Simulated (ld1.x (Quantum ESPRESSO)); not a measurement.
## How hard is this Al TM potential?

```
Element                 : Al
Generator               : ld1.x (Quantum ESPRESSO) 7.5
Type                    : norm-conserving Troullier–Martins (Kleinman–Bylander form)
Functional              : LDA (PZ)
Relativity              : non-relativistic
Frozen core             : [Ne]
Valence charge          : 3
Reference configuration : 3s1.5 3p1.5
Partial waves           : 3s (bound): rc 2.05 bohr; 3p (bound): rc 1.80 bohr; 3d channel at 0.25 Ry: rc 1.55 bohr
Local potential         : the d channel
Core correction         : a·sin(br)/r model core, default radius (core density twice the valence density)
```

The pseudo-atom Hamiltonian at the reference potential is diagonalised in spherical Bessel functions j_l(qr) that vanish at 20 bohr, with q² up to the cutoff. All-electron valence levels (Ry): 3s -0.6058, 3p -0.2292.

**Question.** How do the lowest levels (Ry) of each channel move with the cutoff, and are there ghosts?

**Answer.**

```
cutoff (Ry)     s #1     s #2     p #1    d #1    f #1  Σ f·Δε (mRy)
          8  -0.5982  -0.0277  -0.2276  0.0435  0.1036          13.8
         12  -0.6044  -0.0281  -0.2276  0.0433  0.1036           4.5
         18  -0.6049  -0.0282  -0.2278  0.0432  0.1036           3.5
         21  -0.6050  -0.0284  -0.2280  0.0431  0.1036           2.9
         30  -0.6056  -0.0290  -0.2289  0.0431  0.1036           0.7
         40  -0.6058  -0.0294  -0.2291  0.0430  0.1036           0.2
        400  -0.6058  -0.0294  -0.2292  0.0430  0.1036           0.0
```

Result: no extra level below or beside the all-electron valence levels (s, p, d, f tested); 10 mRy is reached at 10 Ry and 1 mRy at 30 Ry.
